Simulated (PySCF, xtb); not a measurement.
H₅P, SMILES [H][P@TB10]([H])([H])([H])[H].

GFN2-xTB in xtb at its own geometry gives an orbital gap of 4.78 eV and a dipole moment of 0.00 D.

Geometry optimised at PBE0-D3(BJ)/def2-TZVPD.

Question: What does ωB97X/def2-TZVPD (PySCF) give? (The exact figures need the calculation; the answer reports its results.)

Answer: gap 10.02 eV (levels -8.45 and 1.56 eV), dipole 0.00 D.
